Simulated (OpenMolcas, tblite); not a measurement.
## C2H6BFO (SMILES COB(C)F): methods side by side

C2H6BFO: 11 atoms, total charge 0, spin state singlet. SMILES: `COB(C)F`. The coordinates come from a PBE0-D4/def2-TZVP relaxation. This is one conformer, not always the lowest.

```xyz
11

C    -1.3644    0.7111    0.5385
O    -0.2410    1.2278   -0.1353
B     0.8186    0.4827   -0.5089
C     0.9932   -1.0579   -0.2706
F     1.7792    1.1652   -1.1360
H    -1.4585    1.2071    1.5069
H    -2.2591    0.9243   -0.0500
H    -1.2940   -0.3677    0.6981
H     0.9476   -1.3070    0.7940
H     1.9474   -1.4128   -0.6601
H     0.1963   -1.6298   -0.7560
```

Each level gives the dipole moment (D). The values are calculated.

| level | kind | program | value (D) | CPU time |
| --- | --- | --- | --- | --- |
| IPEA1-xTB | semi-empirical | tblite | 4.04 | under 2 s |
| HF/def2-SVP | Hartree–Fock | OpenMolcas | 3.20 | 18 s |
| SVWN5/def2-SVP | LDA | OpenMolcas | 2.78 | 51 s |
| BLYP/def2-SVP | GGA | OpenMolcas | 2.64 | 76 s |
| TPSS/def2-SVP | meta-GGA | OpenMolcas | 2.70 | 87 s |
| BHLYP/def2-SVP | global hybrid | OpenMolcas | 3.01 | 66 s |
| M06-2X/def2-SVP | hybrid meta-GGA | OpenMolcas | 2.93 | 75 s |

The values span 2.64 to 4.04 D. Magnitudes only. CPU times are rough (shared hosts, several kinds of processor and program).
